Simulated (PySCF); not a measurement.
C6H7BN2.
Structure used (PBE0-D3(BJ)/def2-SVP), in Å, numbered top down from 1:
```xyz
16
C6H7BN2 angstrom
C      4.4452    0.9002    1.1171
C      3.3247    0.7220    0.6767
C      2.0616    0.5244    0.1799
C      0.9433    0.3382   -0.2672
C     -0.4027    0.1381   -0.8077
C     -0.9494   -1.3044   -0.5396
N     -2.1458   -1.0970    0.2439
B     -2.4088    0.2735    0.4512
N     -1.3926    1.0124   -0.2030
H      5.4356    1.0485    1.5056
H     -0.3363    0.3065   -1.9000
H     -0.1931   -1.9060   -0.0074
H     -1.1541   -1.8133   -1.4982
H     -2.6730   -1.8923    0.5676
H     -3.3348    0.7380    1.0652
H     -1.2362    2.0081   -0.2155
```

Level: PBE0/pcSseg-1 and wB97X-D/def2-SVPD in PySCF, non-relativistic, on one gas-phase PBE0-D3(BJ)/def2-SVP geometry that isn't relaxed in the solvent. The solvent is an IEF-PCM continuum (van der Waals radii × 1.2). Only the electrostatic response of the medium enters.

Gas phase at PBE0/pcSseg-1: HOMO -6.41 eV, LUMO -0.75 eV, dipole 1.10 D.

What does the continuum do to the energy, the frontier levels and the dipole at PBE0/pcSseg-1 in cyclohexane and chloroform?

| solvent | ε | E(solvent) − E(gas) (kJ/mol) | polarisation term (kJ/mol) | distortion of the solute (kJ/mol) | HOMO (eV) | LUMO (eV) | dipole (D) |
| --- | --- | --- | --- | --- | --- | --- | --- |
| cyclohexane | 2.017 | -10.24 | -10.77 | 0.53 | -6.35 | -0.79 | 1.25 |
| chloroform | 4.711 | -18.74 | -20.55 | 1.81 | -6.32 | -0.83 | 1.38 |

The first energy column is the sum of the next two and covers electrostatics alone. From cyclohexane to chloroform the lowering changes by a factor 1.83, Onsager's factor (ε − 1)/(2ε + 1) by 1.76 and ε itself by 2.3.

Which radius a makes the point-dipole formula ΔE = −[(ε − 1)/(2ε + 1)]·μ²/a³ give the value in chloroform, with the gas-phase dipole?

μ = 0.431 au and |ΔE| = 0.00714 Eh give a = 1.11 Å; the farthest nucleus lies 5.73 Å from the centroid of the nuclei, so such a sphere wouldn't even hold the nuclei. The formula assumes a rigid point dipole at the centre of a sphere.

Give the dipole vector in the frame of the coordinates (D, pointing from negative to positive charge), gas and chloroform.

Gas (-0.01, -0.82, -0.72), solvent (-0.01, -1.00, -0.94). Its length changes by +26 % and its direction by 2°.

Which Hirshfeld charges (PBE0/pcSseg-1) respond most in chloroform (means over atoms taken as equivalent)?

```tsv
atoms	environment	gas (e)	solvent (e)	change
C2	alkyne carbon	-0.042	-0.057	-0.015
C3	alkyne carbon	-0.053	-0.067	-0.014
H10	alkyne hydrogen	+0.101	+0.113	+0.012
B8	three-coordinate boron	+0.123	+0.114	-0.009
H11	methine hydrogen	+0.049	+0.057	+0.008
H14	N–H hydrogen	+0.132	+0.139	+0.007
H13	methylene hydrogen	+0.040	+0.046	+0.006
H16	N–H hydrogen	+0.130	+0.136	+0.006
```

Gas phase at wB97X-D/def2-SVPD: HOMO -8.37 eV, LUMO 0.96 eV, dipole 1.03 D.

What does the continuum do to the energy, the frontier levels and the dipole at wB97X-D/def2-SVPD in chloroform?

```json
{"solvent": "chloroform", "ε": "4.711", "E(solvent) − E(gas) (kJ/mol)": "-18.36", "polarisation term (kJ/mol)": "-20.30", "distortion of the solute (kJ/mol)": "1.94", "HOMO (eV)": "-8.26", "LUMO (eV)": "0.89", "dipole (D)": "1.31"}
```

How does the static polarisability (wB97X-D/def2-SVPD, frozen core, with the continuum's full static response) change?

| medium | isotropic (au) | principal values (au) | ⟨r²⟩ of the electrons (bohr²) |
| --- | --- | --- | --- |
| gas | 103.5 | 71.7, 78.4, 160.6 | 1621.8 |
| chloroform | 127.3 | 89.1, 97.0, 195.6 | 1620.5 |

The isotropic value in chloroform is 1.23 times the gas-phase one; no cavity-field correction is applied. ⟨r²⟩ is taken about the centre of nuclear charge.

Time: 29 s; peak memory 1.1 GiB. Hardware: Arm Neoverse V2, one thread, no GPU, shared host with 96 logical CPUs at a one-minute load of 80. This is the whole shielding run at PBE0/pcSseg-1 in chloroform, SCF included.

Note: wB97X-D ran without an empirical dispersion term, which enters the total energy and its gradient alone.
